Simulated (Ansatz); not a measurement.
Nudged elastic band run: BrGeH3SeSi

input.yaml

```yaml
crystal:
  periodic: [false, false, false]
  atoms:
    - { symbol: Br, position_ang: [-2.638979, -1.045201, 0.565205] }
    - { symbol: Si, position_ang: [-1.011699, 0.140939, -0.393995] }
    - { symbol: Ge, position_ang: [1.1324, 0.105406, 0.49069] }
    - { symbol: Se, position_ang: [0.549525, -0.971203, -1.6071] }
    - { symbol: H, position_ang: [-1.61752, 1.330331, -1.003386] }
    - { symbol: H, position_ang: [1.528266, -0.882377, 1.578994] }
    - { symbol: H, position_ang: [2.119207, 1.254104, 0.323892] }
basis:
  gaussian: { orbitals: def2-SVP }
hamiltonian:
  xc: hf
neb:
  order_check: false
  images: 9
  f_tol: 0.05
  max_iterations: 48
  final_atoms:
    - { symbol: Br, position_ang: [-2.38029572, -1.27322591, 0.02270763] }
    - { symbol: Si, position_ang: [-0.76890184, 0.27877941, 0.09288089] }
    - { symbol: Ge, position_ang: [1.14187078, 0.26496118, 1.56407635] }
    - { symbol: Se, position_ang: [1.08394305, -0.43788983, -1.22796879] }
    - { symbol: H, position_ang: [-1.30688985, 1.48104399, -0.56986692] }
    - { symbol: H, position_ang: [0.88907977, -1.26893886, 1.81497143] }
    - { symbol: H, position_ang: [1.40239381, 0.88726902, -1.74250058] }
  initial_path:
    images:
      - { positions_ang: [[-2.638979, -1.045201, 0.565205], [-1.011699, 0.140939, -0.393995], [1.1324, 0.105406, 0.49069], [0.549525, -0.971203, -1.6071], [-1.61752, 1.330331, -1.003386], [1.528266, -0.882377, 1.578994], [2.119207, 1.254104, 0.323892]] }
      - { positions_ang: [[-2.57921923, -1.11955452, 0.53824078], [-1.01389597, 0.16318983, -0.37839611], [1.09503818, 0.13978569, 0.55123261], [0.61196773, -0.88597379, -1.56619006], [-1.59663909, 1.37550761, -0.96075969], [1.44856915, -0.87097869, 1.63783662], [2.09537923, 1.13002287, 0.13233586]] }
      - { positions_ang: [[-2.51945946, -1.19390803, 0.51127656], [-1.01609294, 0.18544065, -0.36279723], [1.05767636, 0.17416537, 0.61177522], [0.67441045, -0.80074457, -1.52528011], [-1.57575819, 1.42068422, -0.91813339], [1.3688723, -0.85958037, 1.69667924], [2.07155147, 1.00594173, -0.05922029]] }
      - { positions_ang: [[-2.45969968, -1.26826155, 0.48431235], [-1.01828991, 0.20769148, -0.34719834], [1.02031454, 0.20854506, 0.67231783], [0.73685318, -0.71551536, -1.48437017], [-1.55487728, 1.46586083, -0.87550708], [1.28917545, -0.84818206, 1.75552185], [2.0477237, 0.8818606, -0.25077643]] }
      - { positions_ang: [[-2.39993991, -1.34261507, 0.45734813], [-1.02048688, 0.2299423, -0.33159946], [0.98295272, 0.24292475, 0.73286044], [0.7992959, -0.63028614, -1.44346023], [-1.53399637, 1.51103744, -0.83288077], [1.2094786, -0.83678374, 1.81436447], [2.02389594, 0.75777946, -0.44233258]] }
      - { positions_ang: [[-2.34018014, -1.41696858, 0.43038391], [-1.02268385, 0.25219313, -0.31600057], [0.94559089, 0.27730444, 0.79340304], [0.86173863, -0.54505693, -1.40255029], [-1.51311546, 1.55621405, -0.79025447], [1.12978176, -0.82538543, 1.87320709], [2.00006817, 0.63369833, -0.63388872]] }
      - { positions_ang: [[-2.34820325, -1.38822005, 0.34884865], [-0.97192745, 0.25751038, -0.23422428], [0.98484687, 0.27483579, 0.94753771], [0.90617951, -0.52362351, -1.36763399], [-1.47187034, 1.54118004, -0.74617696], [1.08164136, -0.91409611, 1.86155996], [1.8805333, 0.68441247, -0.85561109]] }
      - { positions_ang: [[-2.35622637, -1.35947151, 0.2673134], [-0.92117105, 0.26282764, -0.15244799], [1.02410285, 0.27236713, 1.10167237], [0.9506204, -0.50219009, -1.33271769], [-1.43062522, 1.52614602, -0.70209945], [1.03350096, -1.0028068, 1.84991282], [1.76099842, 0.73512661, -1.07733346]] }
      - { positions_ang: [[-2.36424949, -1.33072298, 0.18577814], [-0.87041464, 0.26814489, -0.0706717], [1.06335883, 0.26989848, 1.25580703], [0.99506128, -0.48075667, -1.29780139], [-1.3893801, 1.51111201, -0.65802194], [0.98536057, -1.09151749, 1.83826569], [1.64146355, 0.78584075, -1.29905583]] }
      - { positions_ang: [[-2.3722726, -1.30197444, 0.10424289], [-0.81965824, 0.27346215, 0.0111046], [1.10261481, 0.26742983, 1.40994169], [1.03950216, -0.45932325, -1.26288509], [-1.34813498, 1.496078, -0.61394443], [0.93722017, -1.18022817, 1.82661856], [1.52192868, 0.83655489, -1.52077821]] }
      - { positions_ang: [[-2.38029572, -1.27322591, 0.02270763], [-0.76890184, 0.27877941, 0.09288089], [1.14187078, 0.26496118, 1.56407635], [1.08394305, -0.43788983, -1.22796879], [-1.30688985, 1.48104399, -0.56986692], [0.88907977, -1.26893886, 1.81497143], [1.40239381, 0.88726902, -1.74250058]] }
```

Run as:

```bash
$ ansatz run input.yaml --threads 2 --pin off --max-ram 3072MiB --backend cpu --events-out ev --progress --plain --runs-dir out
```

Output, in part (warnings, iteration lines, the closing report on the highest movable image, with atoms numbered from 0):

```
NEB end point (image 0): max|allowed force component| = 3.183e-3 eV/Å (the criterion of neb.relax_end_points is 1.000e-2)
NEB end point (image 10): max|allowed force component| = 1.529e-2 eV/Å (the criterion of neb.relax_end_points is 1.000e-2)
NEB iter   1: max|band force component| = 3.504e0 eV/Å  barrier→ = 3.4036 eV  barrier← = 2.5830 eV  Δτ_max = 0.2000 Å  (370 SCF iters)
NEB iter   2: max|band force component| = 1.203e0 eV/Å  barrier→ = 2.2126 eV  barrier← = 1.3921 eV  Δτ_max = 0.1958 Å  (302 SCF iters)
NEB iter   3: max|band force component| = 1.237e0 eV/Å  barrier→ = 2.0947 eV  barrier← = 1.2742 eV  Δτ_max = 0.1032 Å  (306 SCF iters)
NEB iter   4: max|band force component| = 7.708e-1 eV/Å  barrier→ = 1.8681 eV  barrier← = 1.0476 eV  Δτ_max = 0.0983 Å  (309 SCF iters)
NEB iter   5: max|band force component| = 7.061e-1 eV/Å  barrier→ = 1.8090 eV  barrier← = 0.9884 eV  CI = image 4  Δτ_max = 0.1241 Å  (311 SCF iters)
NEB iter   6: max|band force component| = 8.116e-1 eV/Å  barrier→ = 1.9569 eV  barrier← = 1.1364 eV  CI = image 4  Δτ_max = 0.0646 Å  (313 SCF iters)
NEB iter   7: max|band force component| = 2.775e-1 eV/Å  barrier→ = 1.9389 eV  barrier← = 1.1184 eV  CI = image 4  Δτ_max = 0.1290 Å  (302 SCF iters)
NEB iter   8: max|band force component| = 4.521e-1 eV/Å  barrier→ = 1.9411 eV  barrier← = 1.1205 eV  CI = image 4  Δτ_max = 0.0656 Å  (299 SCF iters)
NEB iter   9: max|band force component| = 4.014e-1 eV/Å  barrier→ = 1.9307 eV  barrier← = 1.1101 eV  CI = image 4  Δτ_max = 0.0649 Å  (296 SCF iters)
NEB iter  10: max|band force component| = 9.222e-2 eV/Å  barrier→ = 1.9305 eV  barrier← = 1.1100 eV  CI = image 4  Δτ_max = 0.1295 Å  (273 SCF iters)
NEB iter  11: max|band force component| = 2.742e-1 eV/Å  barrier→ = 1.9305 eV  barrier← = 1.1099 eV  CI = image 4  Δτ_max = 0.0649 Å  (265 SCF iters)
NEB iter  12: max|band force component| = 1.089e-1 eV/Å  barrier→ = 1.9305 eV  barrier← = 1.1099 eV  CI = image 4  Δτ_max = 0.1296 Å  (263 SCF iters)
NEB iter  13: max|band force component| = 2.262e-1 eV/Å  barrier→ = 1.9305 eV  barrier← = 1.1099 eV  CI = image 4  Δτ_max = 0.0628 Å  (257 SCF iters)
NEB iter  14: max|band force component| = 9.501e-2 eV/Å  barrier→ = 1.9305 eV  barrier← = 1.1099 eV  CI = image 4  Δτ_max = 0.0545 Å  (252 SCF iters)
NEB iter  15: max|band force component| = 5.526e-2 eV/Å  barrier→ = 1.9305 eV  barrier← = 1.1099 eV  CI = image 4  Δτ_max = 0.0144 Å  (246 SCF iters)
NEB iter  16: max|band force component| = 2.863e-2 eV/Å  barrier→ = 1.9305 eV  barrier← = 1.1099 eV  CI = image 4  Δτ_max = 0.0000 Å  (571 SCF iters)
Total energy: -199659.22559464 eV, -7337.3412067194 hartree
Atom 0 at    -2.361241    -1.275159     0.433797 Å, force     0.000007    -0.000038     0.000104 eV/Å
Atom 1 at    -0.912935     0.243035    -0.319706 Å, force     0.000077     0.000023    -0.000051 eV/Å
Atom 2 at     1.087984     0.539201     0.994113 Å, force     0.000004    -0.000093     0.000095 eV/Å
Atom 3 at     0.772273    -0.522230    -1.578591 Å, force     0.000029     0.000043    -0.000007 eV/Å
Atom 4 at    -1.682696     1.364715    -0.866284 Å, force    -0.000091     0.000041    -0.000066 eV/Å
Atom 5 at     1.195896    -0.844871     1.696178 Å, force    -0.000052     0.000049    -0.000074 eV/Å
Atom 6 at     1.961920     0.427308    -0.405207 Å, force     0.000028    -0.000026    -0.000000 eV/Å
Dipole moment:     0.034690     0.292613     0.130766 e Å
```

It converged. The profile has 2 maxima (images 4, 8) with wells between them (image 7): this band takes more than one step, which may be the mechanism or a detour left from its start path. A vibrational analysis at the climbing image gives one clearly imaginary mode, 1184i cm⁻¹: a first-order saddle point. The orbitals stay closed-shell, which can raise the energy where a bond breaks towards radicals; this wasn't checked here.

Final band (atoms are numbered from 1 in the order of the input):

```
image  path coordinate (Å)  energy (kJ/mol)  Ge3–H7 (Å)  Se4–H7 (Å)
    0                 0.00              0.0        1.52        3.34
    1                 0.42              9.7        1.51        3.16
    2                 0.85             54.9        1.50        2.79
    3                 1.27            131.5        1.52        2.38
    4                 1.69            186.3        1.65        1.92
    5                 2.38            112.6        2.38        1.49
    6                 3.06             95.7        3.01        1.46
    7                 3.74             94.1        3.70        1.45
    8                 4.43             96.6        3.46        1.46
    9                 5.11             89.6        3.42        1.46
   10                 5.79             79.2        3.37        1.46
```

Time of the run: 9 min on 2 threads of Arm Neoverse V1, with other jobs on the host, peak memory 0.41 GiB.
